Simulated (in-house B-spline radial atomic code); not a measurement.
Values are calculated unless marked as measured or tabulated.
**Softness against transferability: the 3s channel of Ti**

Ti, [Ar] 3d2 4s2, non-relativistic LDA (VWN5), spherical and spin-unpolarised, from a B-spline radial code for spherical atoms (atomic units). The all-electron 3s level is ε = -2.258007 hartree, its outermost node lies just inside 0.41 bohr and its outer maximum at 0.87 bohr.

Troullier-Martins pseudo-orbitals are made for several radii. The cutoffs (hartree) are the plane-wave energies beyond which the orbital holds less than the named kinetic energy per electron. The phase error is the difference, pseudo minus all-electron, of arctan(R P'/P) at R = 1.52 bohr for all radii, half a hartree below and above the level.

```csv
r_c (bohr),V_l(0) (hartree),cutoff for 10 mEh,for 1 mEh,for 0.1 mEh,phase error at ε − 0.5 (mrad),at ε + 0.5 (mrad)
0.65,-34.01,93,326,> 450,-5.9,-1.3
0.76,-3.40,57.9,128,229,-2.9,-0.6
0.87,5.80,32.3,67.3,122,-2.2,-0.4
0.99,4.88,29.8,65,116,-2.4,-0.5
1.1,2.25,25.1,57,99.7,-3.9,-0.8
1.22,-0.03,20.7,48,81.4,-7.6,-1.5
```

Question: Which radius needs the lowest cutoff for 1 mEh while both phase errors stay within 4.0 mrad?

Answer: The radii within that limit are 0.76, 0.87, 0.99, 1.1 bohr; of these r_c = 1.1 needs the least, 57 hartree, that is 114 Ry or 1551 eV.

Question: What does the larger radius buy, and what does it cost?

Answer: From r_c = 0.65 to 1.22 bohr the cutoff for 1 mEh goes from 326 to 48 hartree, a factor of 6.79, against 3.52 for a pure 1/r_c² scaling, end to end; step by step it is 326, 128, 67.3, 65, 57, 48, and for 0.1 mEh > 450, 229, 122, 116, 99.7, 81.4; the number of plane waves goes as the cutoff to the power 3/2, here a factor of 17.7. The larger of the two phase errors is least at r_c = 0.87 bohr, 2.2 mrad; it is 5.9 at the smallest radius and 7.6 at the largest. These errors test the reference atom alone. The smallest radius lies well inside the outer maximum, where the nodeless form must bend sharply to keep the norm, so it is both harder and scatters less well than the next. Large radii also let the cores of neighbours overlap, which an atom doesn't show.
